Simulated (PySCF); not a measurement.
This PySCF input asks for the NMR shieldings of `C[C@@H](F)[Si@@H](C)CC(Cl)Cl`, C5H11Cl2FSi; the geometry comes from GFN2-xTB.

```python
import basis_set_exchange as bse
import numpy as np
from pyscf import gto, dft
from pyscf.prop import nmr

atoms = """
C    -2.661210   -0.395158    0.094494
C    -1.252981   -0.378853    0.662483
F    -0.896082   -1.688648    0.995202
Si    0.081159    0.323160   -0.548228
C    -0.158214    2.202092   -0.683442
C     1.791635   -0.008046    0.249929
C     2.173913   -1.464150    0.260812
Cl    3.735995   -1.707544    1.102353
Cl    2.331255   -2.082824   -1.394524
H    -3.358306   -0.829094    0.808599
H    -2.969422    0.621069   -0.130392
H    -2.690998   -0.983711   -0.818476
H    -1.250538    0.155156    1.621537
H    -0.062016   -0.339025   -1.846516
H    -0.073091    2.695079    0.280916
H     0.586998    2.638017   -1.340321
H    -1.132653    2.447426   -1.092394
H     1.793443    0.344484    1.283239
H     2.560532    0.555050   -0.279224
H     1.445433   -2.093802    0.770915
"""
names = dict.fromkeys(["C", "F", "Si", "Cl", "H"], "pcSseg-1")
basis = {el: gto.basis.parse(bse.get_basis(n, elements=[el], fmt="nwchem")) for el, n in names.items()}
mol = gto.M(atom=atoms, basis=basis, charge=0, verbose=0)
mf = dft.RKS(mol, xc="PBE0")
mf.grids.level = 2
mf.grids.alignment = dft.numint.BLKSIZE   # the property module wants whole blocks of grid points
mf.conv_tol = 1e-9
mf.kernel()

calc = nmr.RKS(mf)   # GIAO
C = mf.mo_coeff
Co = C[:, mf.mo_occ > 0]
resp = mf.gen_response(singlet=True, hermi=2)
def vind(x):   # induced exchange potential for any number of trial vectors
    d = np.einsum("pi,xij,qj->xpq", C, 2 * x.reshape(-1, C.shape[1], Co.shape[1]), Co, optimize=True)
    return np.einsum("xpq,pi,qj->xij", resp(d - d.transpose(0, 2, 1)), C, Co, optimize=True).ravel()
mo1, _ = nmr.rhf.solve_mo1(calc, with_cphf=vind)
sigma = calc.kernel(mo1)
for i, s in enumerate(sigma):   # ppm
    print("%2d %-2s %9.2f" % (i, mol.atom_pure_symbol(i), np.trace(s) / 3))
```

Question: Give the expected output.

Answer: 
```
 0 C     166.01
 1 C      94.46
 2 F     419.76
 3 Si    365.84
 4 C     193.69
 5 C     148.95
 6 C     101.55
 7 Cl    618.62
 8 Cl    658.84
 9 H      29.74
10 H      30.75
11 H      30.10
12 H      26.80
13 H      27.18
14 H      31.75
15 H      31.61
16 H      31.79
17 H      29.90
18 H      29.71
19 H      25.27
```

These numbers come from an equivalent density-fitted implementation of the same equations, which agrees with the script to about 0.01 ppm for H and up to a few tenths of a ppm for heavy atoms, so last digits may differ.

Size and cost of the density-fitted run: 229 basis functions, 120 s wall time on 1 thread of an Arm Neoverse N1, shared host; peak memory 1.1 GiB.
